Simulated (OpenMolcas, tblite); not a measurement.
A ladder of methods for BSiN2H5 (SMILES N[SiH]1BN1)

BSiN2H5: 9 atoms, total charge 0, spin state singlet. As SMILES, `N[SiH]1BN1`. Geometry: relaxed at PBE0-D4/def2-TZVP. This is one conformer, not always the lowest.

```tsv
atom	x (Å)	y (Å)	z (Å)
N	-0.6378	1.5881	0.2182
Si	0.2589	0.1755	0.5305
B	-0.2339	-1.6258	0.1102
N	0.6505	-0.9716	-0.7384
H	-0.2213	2.5033	0.2129
H	-1.5618	1.5773	-0.1773
H	1.4412	0.6209	1.3052
H	-0.7413	-2.7024	0.1144
H	1.1340	-1.2116	-1.5929
```

Each level gives the dipole moment (D). The values are calculated.

| level | kind | program | value (D) | CPU time |
| --- | --- | --- | --- | --- |
| IPEA1-xTB | semi-empirical | tblite | 3.45 | under 2 s |
| HF/cc-pVDZ | Hartree–Fock | OpenMolcas | 1.96 | 6.3 s |
| SVWN5/cc-pVDZ | LDA | OpenMolcas | 2.36 | 19 s |
| PBE/cc-pVDZ | GGA | OpenMolcas | 2.30 | 30 s |
| r2SCAN/cc-pVDZ | meta-GGA | OpenMolcas | 2.25 | 41 s |
| M06-2X/cc-pVDZ | hybrid meta-GGA | OpenMolcas | 2.14 | 36 s |
| PBE0/cc-pVDZ | global hybrid | OpenMolcas | 2.20 | 29 s |

The values span 1.96 to 3.45 D. Magnitudes only. Times are those of the runs behind each value, whatever else they computed, on shared processors of several kinds: orders of magnitude only.
